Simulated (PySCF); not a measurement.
Species: C₅H₅OP.
Bonds: O1–C2, C2–C3 (aromatic), C3–C4 (aromatic), C4–P5 (aromatic), P5–C6 (aromatic), C6–C7 (aromatic), C2–C7 (aromatic). Hydrogens: H8 on O1; H9 on C3; H10 on C4; H11 on C6; H12 on C7.

A GFN2-xTB structure was refined with PBE/6-31+G* geometry optimisation, gas phase in PySCF 2.14.0. Its GFN2-xTB values:

| coordinate | GFN2-xTB |
| --- | --- |
| O1–C2 | 1.361 Å |
| O1–H8 | 0.965 Å |
| C2–C3 | 1.391 Å |
| C3–C4 | 1.377 Å |
| C3–H9 | 1.086 Å |
| C4–P5 | 1.734 Å |
| C4–H10 | 1.083 Å |
| P5–C6 | 1.737 Å |
| O1–C2–C3 | 121.1° |
| O1–C2–C7 | 116.8° |
| C2–C3–C4 | 123.4° |
| C3–C2–C7 | 122.1° |
| C3–C4–P5 | 125.8° |
| C4–P5–C6 | 99.5° |
| P5–C6–C7 | 125.9° |

Q: How do these coordinates change at the PBE/6-31+G* level?

A: 
```csv
coordinate,PBE/6-31+G* (Å or °),change
P5–C6,1.762,+0.025
C4–P5,1.758,+0.024
C3–C4,1.397,+0.020
C2–C3,1.409,+0.018
C4–H10,1.098,+0.015
O1–H8,0.980,+0.015
C3–H9,1.101,+0.015
O1–C2,1.373,+0.012
O1–C2–C7,115.9,-0.9
P5–C6–C7,126.5,+0.6
C4–P5–C6,99.0,-0.5
C3–C2–C7,122.7,+0.6
C3–C4–P5,126.2,+0.4
O1–C2–C3,121.4,+0.3
C2–C3–C4,123.1,-0.3
```

The energy falls by 0.079 eV over 4 energy and gradient evaluations, the largest force component goes from 0.0186 to 2.8e-04 Eh/bohr, and the atoms move by 0.027 Å rms after alignment. Among the bonds, C4–P5 and P5–C6 change most and about equally (+0.024 to +0.025 Å). Bonds longer at the end by more than 0.005 Å: 12 of 12; shorter: 0. Rotational constants go from 5138, 1810, 1339 to 5011, 1764, 1305 MHz.

The run used 140 basis functions and 33 SCF cycles in all. Time: 39 s wall; peak memory 0.59 GiB. Hardware: an Intel Xeon Platinum 8488C with one thread, shared host with 96 logical CPUs at a one-minute load of 19.

PBE/6-31+G* frequencies: not computed here. One conformer, not necessarily the lowest.

Conformer computed: `[OH:1][c:2]1[cH:3][cH:4][p:5][cH:6][cH:7]1`: H–O1–C2–C3 0°.
